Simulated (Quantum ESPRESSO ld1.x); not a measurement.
Results of a calculation; reference values are marked as such.
The arsenic ion As3+, 30 electrons, occupied as [Ar] 3d10 4s1 5f1 (not the ground configuration).

Level of theory: Dirac Kohn-Sham, PW91, spin-unpolarised, spherical densities, point nucleus; open shells fill j = l - 1/2 first (ld1.x of Quantum ESPRESSO 7.5).

Energy parts (eV):
| part | energy |
|---|---|
| total | -61440.0 |
| kinetic | 62828.2 |
| electron-nucleus | -146963.5 |
| Hartree | 24953.2 |
| exchange-correlation | -2258.0 |

Orbitals (lengths in bohr, moments of r in powers of bohr):
orbital,occ.,eigenvalue (eV),<1/r>,small-component weight
1s1/2,2,-11765.0,33.47,1.43e-02
2s1/2,2,-1532.45,7.417,2.78e-03
2p1/2,2,-1374.38,7.382,2.78e-03
2p3/2,4,-1337.78,7.167,2.72e-03
3s1/2,2,-235.890,2.396,6.50e-04
3p1/2,2,-182.716,2.274,5.99e-04
3p3/2,4,-177.673,2.223,5.84e-04
3d3/2,4,-86.5071,1.934,4.62e-04
3d5/2,6,-85.7657,1.920,4.58e-04
4s1/2,1,-52.5858,0.7909,1.14e-04
5f5/2,1,-8.0767,0.1749,1.03e-05
5f7/2,0,-8.0764,0.1749,1.03e-05

The highest occupied level is 5f5/2 at -8.077 eV. The density falls to 0.001 e/bohr^3 at r = 3.15 bohr. Summed over all electrons, <r^2> = 74.89 bohr^2, which gives a Langevin (diamagnetic) susceptibility term of -59.3 x 10^-6 cm^3/mol.
